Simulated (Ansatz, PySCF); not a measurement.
TaOBr₂, SMILES [Br][Ta]([Br])=[O] (connectivity only; charge and spin as stated), neutral, multiplicity 2. Atoms are numbered in the order given.

```xyz
4

Ta     0.0000     0.0000    -0.3668
O      0.0000     0.0000    -2.0822
Br     0.0000    -2.2543     0.6366
Br     0.0000     2.2543     0.6366
```
Charge 0, spin multiplicity 2.

Coordinates come from a B3LYP-D3(BJ)/def2-SVP optimisation. The multiplicity is an assumed one; other spin states were not compared. The def2 effective core potentials stand for the cores of Ta; spin–orbit coupling is left out.

Two levels are set side by side: PBE-D3(BJ)/def2-SVP (Ansatz, a quantum-chemistry and plane-wave program) and B3LYP-D3(BJ)/def2-SVP (Ansatz). Each level has its own optimised geometry; the coordinates shown are those of the second. Frequencies come from the Hessian of PySCF at each geometry. Differences are taken from unrounded values.

```
quantity                            B3LYP-D3(BJ)
----------------------------------  ------------
mean bond length (Å)                       2.217
bond Ta1–O2 (Å)                            1.715
bond Ta1–Br3 (Å)                           2.468
bond Ta1–Br4 (Å)                           2.468
highest harmonic wavenumber (cm⁻¹)          1005
mean harmonic wavenumber (cm⁻¹)              307
zero-point energy (kcal/mol)                2.64
```

Q: What does PBE-D3(BJ) give, and how far is it from B3LYP-D3(BJ)? (An estimate is asked for; the answer gives what the named calculation found.)

A: 
| quantity | PBE-D3(BJ) | PBE-D3(BJ) minus B3LYP-D3(BJ) |
|---|---|---|
| mean bond length (Å) | 2.216 | -0.001 |
| bond Ta1–O2 (Å) | 1.723 | 0.008 |
| bond Ta1–Br3 (Å) | 2.462 | -0.006 |
| bond Ta1–Br4 (Å) | 2.462 | -0.006 |
| highest harmonic wavenumber (cm⁻¹) | 975 | -30 |
| mean harmonic wavenumber (cm⁻¹) | 299 | -9 |
| zero-point energy (kcal/mol) | 2.56 | -0.08 |
